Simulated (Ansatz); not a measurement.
`CNBN` + H₂ → `BNC` + NH₃ at 298.15 K and 1 bar (hydrogenolysis of a B–N bond).

Program: Ansatz. Geometries: PBE0-D4/def2-TZVP. ΔE: electronic, gas phase. CCSD(T)/CBS adds triple-zeta CCSD(T) − MP2 to the extrapolated MP2 energy (def2 sets, frozen cores). This one scheme is used for every species. Each species was taken in one conformer, which may not be the lowest.

```json
{"species": "`CNBN`", "CCSD(T)/CBS energy (Eh)": "-176.54095", "H − E (kJ/mol)": "267.4", "S (J/(mol·K))": "303.3"}
{"species": "H₂", "CCSD(T)/CBS energy (Eh)": "-1.17544", "H − E (kJ/mol)": "35.1", "S (J/(mol·K))": "130.4"}
{"species": "`BNC`", "CCSD(T)/CBS energy (Eh)": "-121.18426", "H − E (kJ/mol)": "215.2", "S (J/(mol·K))": "268.0"}
{"species": "NH₃", "CCSD(T)/CBS energy (Eh)": "-56.50880", "H − E (kJ/mol)": "100.5", "S (J/(mol·K))": "192.4"}
```

H − E and S are ideal-gas, rigid-rotor, harmonic terms from PBE0-D4/def2-TZVP, for one conformer and one mirror image of each species. The MP2-based limit puts H₂ 0.8 mEh under its directly extrapolated value; such offsets cancel only in part. 1 Eh = 2625.50 kJ/mol, R = 8.31446 J/(mol·K).

By hand: ΔE, ΔH, ΔS and ΔG.

ΔE = (-121.18426) + (-56.50880) − (-176.54095) − (-1.17544) = 0.02333 Eh = 61.3 kJ/mol. Δ(H − E) = 215.2 + 100.5 − 267.4 − 35.1 = 13.2, so ΔH = 74.5 kJ/mol. ΔS = 268.0 + 192.4 − 303.3 − 130.4 = 26.7 J/(mol·K). ΔG = 74.5 − 298.15 × (26.7)/1000 = 66.5 kJ/mol.

By hand: the equilibrium constant, and the temperature at which ΔG would vanish if ΔH and ΔS stayed fixed.

log₁₀ K = −ΔG/(RT ln 10) = -11.7. ΔG = 0 at ΔH/ΔS = 2790 K, far beyond where these terms or the molecules hold.

ΔH outweighs TΔS. A doubt of 5 kJ/mol in ΔE shifts log₁₀ K by 0.9 here. Other conformers and mirror images would add mixing entropy, several J/(mol·K) or more a flexible species. These are equilibria of isolated gas molecules and say nothing of rates. Largest T1 diagnostic: 0.012 (customary marks: 0.02 for closed shells, 0.045 for open ones).
